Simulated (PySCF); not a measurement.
Ligands exchanged one at a time, B SiH3-SH. Isolated molecules, 0 K electronic values unless said otherwise. One relaxed conformer stands for each flexible species; it need not be the lowest. Strings in code marks are SMILES.

All values below come from PBE-D3(BJ)/def2-TZVP // B3LYP-D3(BJ)/def2-TZVP (PySCF). Excitations are Tamm–Dancoff values on a coarser integration grid. The basis has no diffuse functions, so Rydberg states are missing or too high.

```json
[
 {"species": "0 of 3 SiH3 replaced by SH (`[SiH3]B([SiH3])[SiH3]`)", "S1 excitation (TDA) (eV)": "3.05", "S1–T1 gap (TDA) (eV)": "0.70"},
 {"species": "1 of 3 SiH3 replaced by SH (`[SiH3]B([SiH3])S` (Si–B–S–H torsion 1°))", "S1 excitation (TDA) (eV)": "3.87", "S1–T1 gap (TDA) (eV)": "0.66"},
 {"species": "2 of 3 SiH3 replaced by SH", "S1 excitation (TDA) (eV)": "4.91", "S1–T1 gap (TDA) (eV)": "1.11"},
 {"species": "3 of 3 SiH3 replaced by SH (`SB(S)S`)", "S1 excitation (TDA) (eV)": "4.86", "S1–T1 gap (TDA) (eV)": "0.40"}
]
```
